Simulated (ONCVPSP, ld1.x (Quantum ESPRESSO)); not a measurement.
**Potentials for zinc compared**

Generated with ld1.x 7.5 (TM, RRKJ, ultrasoft, PAW), atompaw 4.2 or ONCVPSP 4.0.1. The cutoff is in Ry: for ld1.x and atompaw files where the sum of valence levels is converged to 10 mRy in a Bessel basis, for ONCV files where the hardest occupied wave has 1 mHa per electron of residual kinetic energy. The error is the largest all-electron minus pseudo excitation energy over each file’s own four to seven test configurations (ionisations up to +4, promotions, holes and added fractions of an electron), all of which were solved. The labels leave out finer settings (local radius, basis sizes, second energies), which also bear on the numbers. Spin-polarised tests are not counted. The rows are a selection from randomly drawn settings: files with unsolved tests, undetermined cutoffs or missed reference levels are left out.

```tsv
potential	cutoff (Ry)	largest error (meV)	bound ghosts
TM semilocal, LDA (PZ), scalar-relativistic, rc 1.90/0.75/1.20/1.55 (spdf), local f, core correction no, reference 3p6 3d10 4s0 4p0	200	-51	none
ONCV, PBE, scalar-relativistic, rc 1.10/0.90/1.25 (spd), local smoothed, core correction yes, reference 3s2 3p6 3d10 4s1.5, qcut 9.8/14.2/13.7, projectors 3/2/2	139	+3.6	none
ONCV, PBEsol, scalar-relativistic, rc 1.95/2.85 (sp), local smoothed, core correction yes, reference 4s1.5 4p0.5, qcut 3.9/2.6, projectors 1/2	12	-11	none
ONCV, PBE, scalar-relativistic, rc 1.10/0.90/0.80 (spd), local smoothed, core correction yes, reference 3s2 3p6 3d10 4s2, qcut 9.7/14.9/19.5, projectors 2/2/2	292	-8.3	none
ONCV, PBE, scalar-relativistic, rc 1.35/1.10/1.10 (spd), local smoothed, core correction yes, reference 3s2 3p6 3d10 4s1 4p1, qcut 8.8/9.8/12.9, projectors 2/3/2	141	+0.7	none
```

(1) Fill in the row for Zn: ultrasoft, PBEsol, scalar-relativistic, rc 1.05/1.20/1.00 (spd), local smoothed, core correction no, reference 3s2 3p6 3d10 4s2 4p0.

## Answers

(1) cutoff 160 Ry, largest error -3.3 meV, bound ghosts: none.
